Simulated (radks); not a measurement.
Results of a calculation; reference values are marked as such.
Numerical settings for the tin ion Sn+, [Kr] 4d10 5s2 5p1. Code: a radial shooting solver on a logarithmic mesh with Libxc functionals. Model: scalar-relativistic Kohn-Sham, PBE, spin-polarised, spherical densities, point nucleus; open shells are filled with parallel spins first (spin-orbit coupling, left out, can overturn this in heavy ions). The defaults (mesh step 0.008 in ln r, mesh end at 40 bohr or more with all orbitals vanishing there, Anderson mixing 0.5 over 9 steps, residual threshold near 1e-9 with the energy settled to 1e-9 hartree or 1e-11 of itself, here a cap of 76 iterations) give E = -6176.9572 hartree and 5p at -10.619 eV in 14 iterations. Run on one thread of a shared host, so times are rough (Arm Neoverse V2): 0.22 s of CPU time, 0.22 s wall, 14 iterations on 2602 mesh points. Changes against that run (0 stands for a change within the tolerance of the run):

| setting | iterations | converged | E (mhartree) | e(5p) (meV) | CPU (s) |
|---|---|---|---|---|---|
| mesh step in ln r 0.012 | 14 | yes | 0 | 0 | 0.15 |
| mesh step in ln r 0.003 | 14 | yes | 0 | 0 | 0.57 |
| mesh step in ln r 0.03 | 14 | yes | +0.0037 | 0 | 0.07 |
| mesh end (bohr) 1 | 13 | level above zero | +2.34e+05 | +1.08e+06 | 0.17 |
| mesh end (bohr) 3 | 14 | level above zero | +1.43e+03 | +2.12e+04 | 0.18 |
| residual threshold 1e-13 | 20 | yes | 0 | 0 | 0.26 |
| residual threshold 1e-16 | 76 | no | 0 | 0 | 0.53 |
| mixing 1.5 | 14 | yes | 0 | 0 | 0.22 |
| linear mixing, mixing 0.05 | 76 | no | +1.4 | -83.2 | 1.1 |
| linear mixing, mixing 0.8 | 71 | yes | 0 | 0 | 0.92 |
| mixing history 20 | 21 | yes | 0 | 0 | 0.3 |
| iteration cap 8 | 8 | no | +0.000545 | +1.29 | 0.14 |

Settled on a wrong energy, with an occupied level pushed above zero by the early mesh end: mesh end (bohr) 1 (+234 hartree); mesh end (bohr) 3 (+1.43 hartree). Apart from these: no run marked as converged misses the energy by more than 1 mhartree. A mesh that ends early acts as a hard wall.
